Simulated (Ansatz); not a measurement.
C$_{3}$H$_{6}$InNO (`[CH3][In]([CH3])[N]=C=O`) from Hartree–Fock to CCSD(T)

```xyz
12

C    -1.706    0.417   -1.101
In   -0.099    0.078    0.261
C     0.399    0.261    2.323
N     1.547   -0.684   -0.743
C     1.923   -1.010   -1.833
O     2.339   -1.342   -2.880
H    -2.585    0.827   -0.605
H    -1.967   -0.528   -1.580
H    -1.371    1.109   -1.875
H    -0.470    0.487    2.940
H     1.136    1.057    2.437
H     0.853   -0.673    2.657
```

Total charge 0; spin multiplicity 1. Correlated methods include outer-core shells of In, which these sets cover unevenly. In takes the def2 core potential. Geometry: relaxed with PBE0-D4/def2-TZVP. It is one conformer, not always the lowest. Frozen core, restricted reference, Ansatz 0.2.0.

| basis | HF (Eh) | MP2 corr. |
| --- | --- | --- |
| def2-SVP | -435.45260 | -0.83771 |
| def2-TZVPP | -435.75358 | -1.21469 |
| def2-QZVPP | -435.76611 | -1.46623 |

Estimate the CCSD correlation energy and the (T) correction in each basis where they were run (hartree).


| basis | CCSD corr. | (T) |
| --- | --- | --- |
| def2-SVP | -0.87471 | -0.03214 |
